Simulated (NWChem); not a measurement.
Molecule: PbHCl, singlet; SMILES [Cl][PbH]

Computed with NWChem. Low-valent species are run as closed-shell singlets; no triplet was tried in these runs. def2 effective core potentials on Pb; no spin-orbit coupling. The level has its own optimisation; frequencies are unscaled.

Q: Predict the results for LDA (Slater exchange, VWN5)/def2-SVP. Quantities: r H–Pb (Å); r Cl–Pb (Å); highest harmonic frequency (cm⁻¹); lowest (cm⁻¹); zero-point energy (kcal/mol).

A: 
```yaml
r H–Pb (Å): 1.871
r Cl–Pb (Å): 2.468
highest harmonic frequency (cm⁻¹): 1558
lowest (cm⁻¹): 332
zero-point energy (kcal/mol): 3.4
```
